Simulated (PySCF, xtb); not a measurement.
C4H13NSi, SMILES CCN[SiH](C)C.

GFN2-xTB (xtb) at its own geometry gives an orbital gap of 5.85 eV and a dipole moment of 0.96 D.

Geometry: PBE0-D3(BJ)/def2-SVP. The values are those of a single conformer.

Task: What does PBE/def2-TZVP (PySCF) give? (The exact figures need the calculation; the answer reports its results.)

Result: gap 5.21 eV (levels -5.09 and 0.12 eV), dipole 0.74 D.
